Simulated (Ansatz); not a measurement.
Reaction R1 → P1 + P2, each structure at its B3LYP-D3(BJ)/def2-TZVP stationary point, reached from a drawn start (curvature not checked).
R1: F4Zr (SMILES [F][Zr]([F])([F])[F]), charge 0, multiplicity 1.
P1, F3Zr (SMILES [F][Zr]([F])[F]) (charge 0, multiplicity 2):
```
atom    x (Å)    y (Å)    z (Å)
----  -------  -------  -------
Zr     0.0000   0.0000  -0.0035
F      1.9147  -0.0099  -0.0080
F     -0.9488   1.6633  -0.0006
F     -0.9658  -1.6534   0.0123
```
P2: F atom, charge 0, multiplicity 2.

P less R. No zero-point or thermal terms; singlets are restricted closed shells; open shells are unrestricted; no spin–orbit coupling. The spin states of the d-block species are the ones drawn and need not be the lowest.

Cores are frozen in the correlated methods.

The values were computed with Ansatz (Gaussian orbitals). No computed number here is a measurement. Elements past Kr take the def2 small-core potentials, without spin–orbit coupling.

| level | reaction energy (kJ/mol) |
|---|---|
| HF/def2-TZVPP | 474.0 |
| SVWN5/def2-TZVPP | 754.5 |
| B97M-V/def2-TZVPP | 657.3 |
| B3LYP/def2-TZVPP | 643.4 |
| CAM-B3LYP/def2-TZVPP | 653.9 |
| wB97M-V/def2-TZVPP | 656.9 |
| MP2/def2-TZVPP | ___ |
| CCSD/def2-QZVPP | ___ |
| CCSD(T)/def2-QZVPP | ___ |

What belongs in the gaps?


- MP2/def2-TZVPP, reaction energy (kJ/mol): 687.4
- CCSD/def2-QZVPP, reaction energy (kJ/mol): 645.0
- CCSD(T)/def2-QZVPP, reaction energy (kJ/mol): 659.3

Ansatz is an electronic-structure program.
